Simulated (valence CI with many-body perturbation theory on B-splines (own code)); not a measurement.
The numbers below are computed, except where a source is named.
**Rb²²⁺: magnetic and hyperfine properties of the levels**

Method: relativistic CI+MBPT: five valence electrons over a frozen Dirac-Fock core [Ne], radial functions for each j: 11 s, 11 p, 10 d, 8 f, 5 g, 2 h, with the one-electron correlation potential Σ1 (screened to all orders), the two-electron term Σ2, the three-electron term Σ3, Breit, model QED; selected single and double excitations, second order for the rest, scaled by the run's own slope (own B-spline code, finite nucleus).

No measured levels were compared; by estimate levels of excited configurations hold to 0.05 to 0.15 % of their energy, terms of the ground configuration to about 0.5 %. Among the levels kept, up to 3400 cm⁻¹ of a level comes from second order outside the variational space, and about a tenth of that is noise between levels of different J, which matters for small intervals.

A/g_I is the dipole constant over the nuclear g factor μ/I (μ in nuclear magnetons, uniformly magnetised nucleus), B/Q the quadrupole constant per barn. Both hold the static response of the core; the bare values leave it out. Large factors of s and p1/2 electrons are usually good to 5 to 10 %; those of open d and f shells near neutrality can be off by tens of per cent, and small factors of p3/2, d and f electrons come from cancelling terms and can be off by a factor of two or in sign, in half-filled shells by more. B is blank for J = 1/2, where it vanishes, and for nearly pure S terms. Energies count from the lowest level.

Names give the largest LS component (configuration and term), which can be under half, so a name can repeat, a term be missing and a line seem to break the LS rules; names also repeat where a configuration has a term twice. Letters in brackets count levels of one name in rising energy.

| Level | E (cm⁻¹) | g | A/g_I (MHz) | A/g_I bare | B/Q (MHz/b) | B/Q bare |
| --- | --- | --- | --- | --- | --- | --- |
| 3s2 3p3 4S°_3/2 | 0 | 1.706 | 10500 | 10900 | 13400 | 13100 |
| 3s2 3p3 2D°_3/2 | 86991 | 1.180 | 8250 | 8320 | 22600 | 21900 |
| 3s2 3p3 2D°_5/2 | 118680 | 1.198 | 33400 | 32600 | -131 | -125 |
| 3s2 3p3 2P°_1/2 | 166660 | 0.663 | 96100 | 92500 |  |  |
| 3s2 3p3 2P°_3/2 | 241680 | 1.244 | 18800 | 18500 | -36100 | -35100 |
| 3s 3p4 4P_5/2 | 544360 | 1.561 | 69500 | 67600 | 21200 | 20600 |
| 3s 3p4 4P_3/2 | 601880 | 1.611 | 34500 | 34300 | -23400 | -22700 |
| 3s 3p4 4P_1/2 | 614970 | 2.561 | 176000 | 171000 |  |  |
| 3s 3p4 2D_3/2 | 677420 | 0.999 | 6750 | 6900 | -28800 | -27900 |
| 3s 3p4 2D_5/2 | 707640 | 1.231 | 76500 | 73900 | -51600 | -50100 |
| 3s2 3p2 3d 4F_3/2 | 748200 | 0.747 | 5760 | 6030 | 2010 | 2250 |
| 3s2 3p2 3d 2P_3/2 [a] | 767620 | 1.016 | 9950 | 10100 | -1220 | -1070 |
| 3s 3p4 2P_1/2 | 770960 | 1.157 | 64000 | 62000 |  |  |
| 3s2 3p2 3d 4F_5/2 | 776920 | 1.131 | 5000 | 5400 | 13600 | 13600 |
| 3s2 3p2 3d 2F_5/2 | 811590 | 0.941 | 26000 | 25400 | -11100 | -10500 |
| 3s2 3p2 3d 4F_7/2 | 824200 | 1.231 | 9230 | 9510 | 8210 | 8470 |
| 3s2 3p2 3d 4D_1/2 | 828850 | 0.536 | 80800 | 77700 |  |  |
| 3s2 3p2 3d 2F_7/2 [a] | 836760 | 1.244 | 11700 | 11900 | 22100 | 21800 |
| 3s2 3p2 3d 4D_3/2 | 845330 | 1.119 | 11200 | 11400 | -14100 | -13700 |
| 3s2 3p2 3d 4F_9/2 | 857460 | 1.280 | 15600 | 15600 | -4550 | -3840 |
| 3s2 3p2 3d 4D_5/2 | 869870 | 1.205 | 16100 | 16100 | -13400 | -12800 |
| 3s2 3p2 3d 2P_1/2 [a] | 877520 | 1.076 | 126000 | 121000 |  |  |
| 3s2 3p2 3d 2G_7/2 | 920370 | 1.109 | 17100 | 17000 | 27200 | 26800 |
| 3s 3p4 2P_3/2 | 929740 | 1.203 | -7440 | -6440 | 11000 | 10800 |
| 3s2 3p2 3d 4P_5/2 | 940390 | 1.501 | 8950 | 9510 | 1920 | 1870 |
| 3s2 3p2 3d 2F_7/2 [b] | 951650 | 1.117 | 12700 | 12700 | 23000 | 22800 |
| 3s2 3p2 3d 4P_3/2 | 954610 | 1.523 | 16600 | 16900 | -7520 | -7490 |
| 3s2 3p2 3d 4P_1/2 | 960810 | 2.196 | 67500 | 65900 |  |  |
| 3s2 3p2 3d 2G_9/2 | 975080 | 1.161 | 12500 | 12500 | 49900 | 49000 |
| 3s2 3p2 3d 2D_3/2 [a] | 981440 | 0.968 | 17600 | 17500 | 11100 | 10900 |
| 3s2 3p2 3d 2D_5/2 [a] | 1012800 | 1.120 | 9990 | 10100 | 15200 | 15100 |
| 3s2 3p2 3d 2P_1/2 [b] | 1013800 | 1.063 | 4110 | 3970 |  |  |
| 3s2 3p2 3d 2P_1/2 [c] | 1043100 | 0.919 | -16600 | -15800 |  |  |
| 3s2 3p2 3d 2D_3/2 [b] | 1044300 | 0.975 | 13300 | 13200 | -9670 | -9560 |
| 3s2 3p2 3d 2D_5/2 [b] | 1049000 | 1.106 | 17900 | 17800 | -7330 | -6920 |
| 3s2 3p2 3d 2D_5/2 [c] | 1071700 | 1.196 | 9100 | 9370 | 40800 | 39800 |
| 3s2 3p2 3d 2F_7/2 [c] | 1084600 | 1.130 | 15800 | 15800 | -4540 | -3970 |
| 3s2 3p2 3d 2P_3/2 [b] | 1103600 | 1.225 | 8720 | 9160 | -7580 | -7290 |
| 3s2 3p2 3d 2S_1/2 | 1116300 | 1.815 | 87600 | 85200 |  |  |
| 3s2 3p2 3d 2D_3/2 [c] | 1148100 | 0.857 | 9830 | 9940 | 11300 | 11200 |

**Question.** Take the isotope of mass number 87, with I = 3/2, μ = 2.75129 μN, leaving out the quadrupole term. What is the hyperfine structure of 3s2 3p3 4S°_3/2?

**Answer.** From the table A = 19200 MHz. Shifts from the centre of gravity in MHz: F = 0: -72000, F = 1: -52800, F = 2: -14400, F = 3: 43200.
